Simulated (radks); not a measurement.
K V, 15 electrons, occupied as [Ne] 3s2 3p3.

Method: Dirac Kohn-Sham, PBEsol, spin-unpolarised, spherical densities, finite nucleus; open shells fill j = l - 1/2 first; Fermi nuclear charge, rms radius 3.4349 fm; computed with a radial shooting solver on a logarithmic mesh with Libxc functionals.

Energy parts (eV):
part                      energy
total                 -16216.346
kinetic                16330.885
electron-nucleus      -37731.645
Hartree                 6020.969
exchange-correlation    -836.555

Orbitals (lengths in bohr, moments of r in powers of bohr; <r^-3> diverges for s and p1/2; r(90%) holds 90 % of the orbital's charge):
orbital	occ.	eigenvalue (eV)	<r^-3>	<r^4>	r(90%)	small-component weight
1s1/2	2	-3582.738	-	0.0002019	0.145	4.59e-03
2s1/2	2	-416.0894	-	0.05606	0.603	7.58e-04
2p1/2	2	-345.3981	-	0.04709	0.575	7.37e-04
2p3/2	4	-342.4908	153.7	0.04823	0.578	7.31e-04
3s1/2	2	-89.3514	-	3.794	1.73	1.63e-04
3p1/2	2	-71.5769	-	5.100	1.87	1.43e-04
3p3/2	1	-71.2154	19.21	5.183	1.87	1.42e-04

The highest occupied level is 3p3/2 at -71.215 eV. Summed over all electrons, <r^2> = 9.751 bohr^2, which gives a Langevin (diamagnetic) susceptibility term of -7.72 x 10^-6 cm^3/mol. The density falls to 0.001 e/bohr^3 at r = 2.72 bohr. The electron density at the nucleus is 5187 e/bohr^3.
